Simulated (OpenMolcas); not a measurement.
**Tm II: from CASSCF to CASPT2**

```yaml
Program: OpenMolcas
Basis: ANO-RCC-VTZP [8s7p5d3f2g1h]
Scalar_Hamiltonian: DKH2, point nucleus
Active_space: 14 electrons in 8 orbitals (4f 6s)
State_averaging: 2S+1 = 3 odd, 7 roots; 2S+1 = 1 odd, 7 roots kept (CI in the orbitals of an earlier block)
Spin-orbit_coupling: state interaction with AMFI integrals over the reference wave functions, term energies averaged over their components
```

Methods on the same reference wave functions:
A. CASSCF
B. SS-CASPT2, IPEA 0.25 Eh, imaginary shift 0.1 Eh (closed shells correlated: 5s 5p)
C. XMS-CASPT2, IPEA 0.25 Eh, imaginary shift 0.1 Eh (closed shells correlated: 5s 5p)

Energies in cm⁻¹ above 4f¹³ 6s ³F°₄, the measured ground level; measured values from NIST Handbook of Basic Atomic Spectroscopic Data.

```
              Level     A     B     C  Measured
       4f¹³ 6s ³F°₄   0.0   0.0   0.0       0.0
4f¹³ 6s ¹F°₃ [54 %]   319   178   196          
       4f¹³ 6s ³F°₂  8853  8850  8850      8770
4f¹³ 6s ³F°₃ [54 %]  9109  8990  9010
```

Between B and C the level of the table that moves most is 4f¹³ 6s ¹F°₃ [54 %], by 19 cm-1 (lowest in B, highest in C). Moves below CASPT2's spread within the term are not significant.

The lowest spin-free term lies below A's lowest term by 1.291 hartree in B, 1.299 hartree in C.

CASPT2 breaks the degeneracy within a term, and the mean is taken; among the terms shown or strongly mixed into the levels shown the widest spread is 80 cm-1 (4f¹³ 6s ³F°, B). Terms from blocks run as CI alone lack orbitals of their own. Without dynamic correlation excited terms often stand tens of per cent too high (terms of higher spin than the ground term too low), and those without a measured partner can miss by more than the paired ones (holds for A). Levels of configurations outside the active space are missing.

A share in square brackets marks a mixed level and gives the weight of the term that names it, the lowest over the columns. ° marks odd parity.
